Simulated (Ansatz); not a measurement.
Molecule: C4H5N (charge 0, singlet). SMILES: C(C=C)C#N
Coordinates optimised at B3LYP-D3(BJ)/def2-TZVP (Ansatz, an electronic-structure program):
```xyz
10

C     -2.1869     0.0014    -0.0997
C     -1.0155     0.1347     0.5022
C      0.1869    -0.7208     0.1919
C      1.3507     0.0760    -0.1935
N      2.2591     0.7158    -0.4883
H     -3.0292     0.6267     0.1648
H     -2.3480    -0.7354    -0.8782
H     -0.8741     0.8865     1.2709
H     -0.0398    -1.4231    -0.6129
H      0.4670    -1.3137     1.0688
```
Charge 0, spin multiplicity 1.

Wanted: atomisation energy (electronic, to ground-state atoms), in kJ/mol. Valence correlation only, unless marked. UHF or UKS for open shells. No spin-orbit coupling. No relativistic terms. The coupled-cluster limit lacks core correlation, which all-electron functionals hold. CBS(X,Y): correlation extrapolated as X^-3; Hartree-Fock from the larger set. [CCSD(T)-MP2]/basis is that difference in the basis named.

```tsv
level	program	atomisation energy (kJ/mol)
PBE0-D3(BJ)/def2-TZVPD	Ansatz + dftd3	4457.0
PBE0-D4/def2-TZVP	Ansatz + dftd4	4454.4
```

**Question.** Predict the RI-MP2/CBS(aug-cc-pVTZ,aug-cc-pVQZ)+[CCSD(T)-MP2]/aug-cc-pVTZ result (Ansatz).

**Answer.** 4408.2 kJ/mol
